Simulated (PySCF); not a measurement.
**BBr₃: calculation against measurement**

Isolated BBr₃, optimised in PySCF with density fitting and no spin–orbit coupling; def2 sets carry scalar-relativistic core potentials from Rb on. All levels below give a singlet of D3h symmetry: B3LYP/def2-TZVP B–Br 1.909 Å (×3); B3LYP/def2-SVP B–Br 1.912 Å (×3).

Counting electrons, boron keeps none of its valence electrons outside its bonds, so the VSEPR class is AX3 and the expected shape is trigonal planar (D3h), as computed.

Task: The measured mean polarisability is 11.351 Å³ (NIST CCCBDB Release 22 (SRD 101), experimental polarizabilities). What do the calculations give?

Result: B3LYP/def2-TZVP 10.79 Å³, B3LYP/def2-SVP 8.64 Å³. Basis sets without diffuse functions underestimate polarisabilities.
